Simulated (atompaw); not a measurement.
## Scattering properties, PAW (atompaw) potential for ytterbium (Yb)

atompaw 4.2.0.5 input, output lines left out:

```
Yb 70
GGA-PBE scalarrelativistic loggrid 2001 logderivrange -2 5 176
6 6 5 4 0 0
6 1 0
5 2 1
4 3 13
0 0 0
c
c
c
c
c
v
c
c
c
c
v
c
c
v
c
2
3.00 2.30 2.80 2.75
y
1.1
n
y
1.4
n
y
0.4
n
custom polynom2 7 10 vanderbiltortho sinc
bessel
2.25
2.25
3.00
3.00
3.00
3.00
```

The phase is arctan(r·u′/u) with u = r·R(r), unwrapped; energies in Ry, scanned from -2 to 5 Ry. A pole is an energy at which the radial function vanishes at the test radius. The pseudo phase is shifted by a multiple of π to meet the all-electron one at the reference energy, and phase errors are pseudo minus all-electron; the curves can meet again beyond the range given. Levels narrower than the energy grid can be missing from the lists of poles.

For each channel, where are the poles, and over which energies does the pseudopotential scatter like the atom?

```json
{"channel": "s", "radius (bohr)": "3.00", "reference energy (Ry)": "-0.34", "poles, all-electron": "1.64", "poles, pseudo": "1.65", "unbroken range about the reference energy with phases within 0.05 rad": "-2.0 to 4.3", "phase error 1 Ry above the reference energy (rad)": "+0.000"}
{"channel": "p", "radius (bohr)": "3.00", "reference energy (Ry)": "-0.10", "poles, all-electron": "2.95", "poles, pseudo": "1.54, 3.42", "unbroken range about the reference energy with phases within 0.05 rad": "-1.8 to 1.5", "phase error 1 Ry above the reference energy (rad)": "-0.014"}
{"channel": "d", "radius (bohr)": "3.00", "reference energy (Ry)": "-0.14", "poles, all-electron": "0.45", "poles, pseudo": "0.45", "unbroken range about the reference energy with phases within 0.05 rad": "below 2.0", "phase error 1 Ry above the reference energy (rad)": "+0.000"}
```

Note: ghost state, extra bound levels that the all-electron valence spectrum of the same l lacks: s at -27.8 eV. A true bound ghost makes a file unfit for plane-wave use.

Phases in the s channel:

```
E (Ry)  all-electron  pseudo
 -2.00         1.275   1.345
 -1.76         1.244   1.254
 -1.52         1.203   1.207
 -1.28         1.145   1.147
 -1.04         1.058   1.059
 -0.80         0.912   0.913
 -0.56         0.637   0.637
 -0.32         0.095   0.095
 -0.08        -0.597  -0.597
  0.16        -1.024  -1.024
  0.40        -1.240  -1.240
  0.64        -1.360  -1.360
  0.88        -1.437  -1.437
  1.12        -1.491  -1.491
  1.36        -1.532  -1.532
  1.60        -1.565  -1.565
  1.84        -1.594  -1.594
  2.08        -1.620  -1.619
  2.32        -1.644  -1.644
  2.56        -1.669  -1.668
  2.80        -1.695  -1.693
  3.04        -1.724  -1.721
  3.28        -1.758  -1.754
  3.52        -1.800  -1.793
  3.76        -1.855  -1.844
  4.00        -1.935  -1.915
  4.24        -2.063  -2.023
  4.48        -2.295  -2.209
  4.72        -2.761  -2.567
  4.96        -3.475  -3.204
```
